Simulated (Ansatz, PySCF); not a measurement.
This Ansatz (a quantum-chemistry and plane-wave program) input computes a BLYP/def2-TZVPD energy:

Ansatz 0.2 input:
```yaml
crystal:
  periodic: [false, false, false]
  atoms:
    - {symbol: Si, position_ang: [0.01872284, 0.35343796, 0.24393198]}
    - {symbol: F, position_ang: [-0.00238999, 0.95456240, -1.26208239]}
    - {symbol: C, position_ang: [-1.56419127, -0.62697409, 0.47222945]}
    - {symbol: C, position_ang: [1.54172200, -0.73240873, 0.38660346]}
    - {symbol: H, position_ang: [-2.44561426, 0.00417771, 0.35487490]}
    - {symbol: H, position_ang: [-1.59437544, -1.07693271, 1.46654091]}
    - {symbol: H, position_ang: [-1.61365740, -1.42856763, -0.27166220]}
    - {symbol: H, position_ang: [1.59601938, -1.18523520, 1.37858587]}
    - {symbol: H, position_ang: [1.49574274, -1.53412064, -0.35738433]}
    - {symbol: H, position_ang: [2.45609079, -0.16221764, 0.21974126]}
basis:
  gaussian:
    orbitals: def2-TZVPD
hamiltonian:
  xc: {name: BLYP}
magnetization: {spin_polarized: true, initial_magnetization: 1}
output: {forces: true}
```

Problem. Write an input for the same energy in PySCF and say what it gives.

Solution. 
```python
from pyscf import gto, scf, dft

mol = gto.M(
    atom='''
    Si    0.01872284    0.35343796    0.24393198
    F    -0.00238999    0.95456240   -1.26208239
    C    -1.56419127   -0.62697409    0.47222945
    C     1.54172200   -0.73240873    0.38660346
    H    -2.44561426    0.00417771    0.35487490
    H    -1.59437544   -1.07693271    1.46654091
    H    -1.61365740   -1.42856763   -0.27166220
    H     1.59601938   -1.18523520    1.37858587
    H     1.49574274   -1.53412064   -0.35738433
    H     2.45609079   -0.16221764    0.21974126
    ''',
    basis='def2-tzvpd',
    charge=0,
    spin=1,
    verbose=4,
)

mf = dft.UKS(mol, xc='blyp').density_fit(auxbasis='def2-universal-jkfit')
mf.grids.level = 3
mf.conv_tol = 1e-9
mf.max_cycle = 100
mf.max_memory = 1500
mf.kernel()
if not mf.converged:
    mf = mf.newton()
    mf.kernel(mf.make_rdm1())
for _ in range(2):
    mo, _, stable, _ = mf.stability(return_status=True)
    if stable:
        break
    mf.kernel(mf.make_rdm1(mo, mf.mo_occ))
mf.analyze()
```
It gives -469.22166 Eh, and Ansatz -469.22152 Eh, a difference of 0.14 mEh, from the treatment of integrals and grids.

It need not be the lowest isomer of its formula.
